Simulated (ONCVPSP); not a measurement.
# Pb (Z = 82), ONCV: configuration errors across variants

```json
{"Element": "Pb", "Generator": "ONCVPSP 4.0.1", "Type": "optimised norm-conserving Vanderbilt (ONCV)", "Functional": "LDA (Perdew-Wang 92)", "Relativity": "scalar-relativistic", "Frozen core": "[Kr] 4d10 4f14", "Valence charge": "22", "Reference configuration": "5s2 5p6 5d10 6s2 6p1 (charge +1)", "Partial waves": "5s+6s: rc 1.15 bohr, ncon 4, nbas 7, qcut 8.4 1/bohr, 2 projectors; 5p+6p: rc 1.50 bohr, ncon 4, nbas 7, qcut 9.5 1/bohr, 2 projectors; 5d: rc 1.45 bohr, ncon 4, nbas 8, qcut 10.1 1/bohr, 1 projector; f scattering state at 0.08 Ha: rc 1.20 bohr, ncon 4, nbas 7, qcut 10.4 1/bohr, 1 projector", "Local potential": "polynomial inside 0.90 bohr (lpopt 2, dvloc0 6 Ha)", "Core correction": "polynomial model core, fcfact 0.2"}
```

All-electron excitation energies from the reference (eV): (1) 5s2 5p6 5d10 6s2 6p2 -6.827; (2) 5s2 5p6 5d10 6s2 6p0 13.756; (3) 5s2 5p6 5d10 6s1 6p0 46.631; (4) 5s2 5p6 5d9 6s2 6p2 20.479.

Errors AE − PS in meV (a dash: test not solved or not reliable):

```tsv
change	(1)	(2)	(3)	(4)	bound ghosts	GHOST(+) flags above zero
base	+2.8	-6.5	-19	-4.8	none	s
s: ncon 3, nbas 6	+2.8	-6.4	-20	-4.9	none	none
p: qcut 10.3	+2.8	-6.4	-19	-4.8	none	s
```

Task: Give the same row for: d: rc 1.2.

Result: +2.8, -6.5, -20, -4.2; bound ghosts: none; GHOST(+) flags above zero: s.
